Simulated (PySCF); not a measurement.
## Potential energy of CuF along the bond

Set-up: basis Cu x2c-TZVPPall, F x2c-TZVPPall; spin-free X2C with a Gaussian nucleus; PySCF 2.14. Energies in eV from Cu (3d10 4s1) + F in their ground configurations at the same level. State: ¹Σ⁺ (singlet), closed shell.

All columns are PBE0. A positive dipole means Cu(−)F(+).

```
R (Å)  E (eV)  μ (D)  Mulliken charge on Cu (basis-dependent)  HOMO (eV)  LUMO (eV)  Mayer bond order  ⟨S²⟩
1.504  -2.972  -3.91                                     0.56      -7.21      -2.60              0.93  0.00
1.574  -3.519  -4.26                                     0.54      -7.28      -2.74              0.90  0.00
1.644  -3.807  -4.59                                     0.53      -7.35      -2.87              0.88  0.00
1.696  -3.903  -4.82                                     0.53      -7.40      -2.96              0.86  0.00
1.749  -3.927  -5.04                                     0.53      -7.46      -3.06              0.84  0.00
1.802  -3.895  -5.26                                     0.53      -7.53      -3.14              0.83  0.00
1.871  -3.792  -5.54                                     0.54      -7.61      -3.26              0.80  0.00
1.959  -3.599  -5.88                                     0.55      -7.71      -3.40              0.78  0.00
2.064  -3.315  -6.27                                     0.56      -7.82      -3.57              0.75  0.00
2.204  -2.902  -6.75                                     0.57      -7.73      -3.78              0.73  0.00
```

A fit through these points gives, at Re = 1.742 Å, μ = -5.02 D and dμ/dR = -4.23 D/Å; the reduced mass is 14.59 u.

Problem. How strong is the fundamental in the double-harmonic approximation, I = 42.26·(dμ/dR)²/μred km/mol?

Solution. I = 42.26·(-4.23)²/14.59 = 51.8 km/mol at PBE0.
